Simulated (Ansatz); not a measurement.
A run on triethylgallium (TEGa) (`C[CH2][Ga]([CH2]C)[CH2]C`) with other settings.

```yaml
crystal:
  periodic: [false, false, false]
  atoms:
    - {symbol: C, position_ang: [0.054503, 2.872452, 0.800441]}
    - {symbol: C, position_ang: [0.816038, 1.806270, 0.021076]}
    - {symbol: Ga, position_ang: [-0.002786, -0.002417, 0.004721]}
    - {symbol: C, position_ang: [0.881061, -1.483472, -0.978866]}
    - {symbol: C, position_ang: [2.178083, -1.123702, -1.694653]}
    - {symbol: C, position_ang: [-1.704858, -0.330277, 0.972997]}
    - {symbol: C, position_ang: [-2.253949, -1.749876, 0.887931]}
    - {symbol: H, position_ang: [-0.058048, 2.599894, 1.853465]}
    - {symbol: H, position_ang: [0.555952, 3.845395, 0.771347]}
    - {symbol: H, position_ang: [-0.954431, 3.018657, 0.404844]}
    - {symbol: H, position_ang: [1.836500, 1.700031, 0.409816]}
    - {symbol: H, position_ang: [0.950539, 2.114447, -1.023246]}
    - {symbol: H, position_ang: [0.148799, -1.888777, -1.688208]}
    - {symbol: H, position_ang: [1.049295, -2.297292, -0.262508]}
    - {symbol: H, position_ang: [2.615563, -1.980921, -2.216865]}
    - {symbol: H, position_ang: [2.023995, -0.337878, -2.439341]}
    - {symbol: H, position_ang: [2.934163, -0.751415, -0.997832]}
    - {symbol: H, position_ang: [-2.440605, 0.391042, 0.596166]}
    - {symbol: H, position_ang: [-1.546828, -0.040364, 2.019310]}
    - {symbol: H, position_ang: [-3.191552, -1.866152, 1.441374]}
    - {symbol: H, position_ang: [-2.452186, -2.045067, -0.146179]}
    - {symbol: H, position_ang: [-1.548551, -2.480777, 1.292910]}
basis:
  gaussian: {orbitals: def2-TZVPPP, nuclear_model: gaussian}
hamiltonian: {xc: {name: wB97M-V}}
output: {forces: true}
```

```sh
$ ansatz run in.yaml --threads 4 --pin off --events-out ev --progress --plain --max-ram 63488MiB --backend cpu
```

Output, abridged:

```
Error: <dir> can't be read: No such file or directory (os error 2)
```
